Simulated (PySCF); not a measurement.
Al(Cl)(F)(SH) (AlClFHS), SMILES [F][Al]([SH])[Cl].

Geometry optimised at B3LYP-D3(BJ)/def2-SVP. One conformer was computed; it need not be the lowest.

The numbers are results of B3LYP/def2-TZVPD (PySCF), not measurements.

Isolated molecule, no solvent.

```json
{
 "total_energy": "-1201.60051 hartree",
 "point_group": "Cs",
 "highest_occupied_level": "-8.08 eV",
 "lowest_empty_level": "-1.65 eV",
 "orbital_gap": "6.42 eV",
 "dipole_moment": "1.04 D",
 "quadrupole, principal values (traceless, Buckingham form, about the centre of nuclear charge)": "-6.86, 2.31, 4.55 D·Å",
 "mean_static_polarisability": "59.4 bohr³ (8.80 Å³)",
 "polarisability_principal_values": "49.6, 55.4, 73.2 bohr³"
}
```
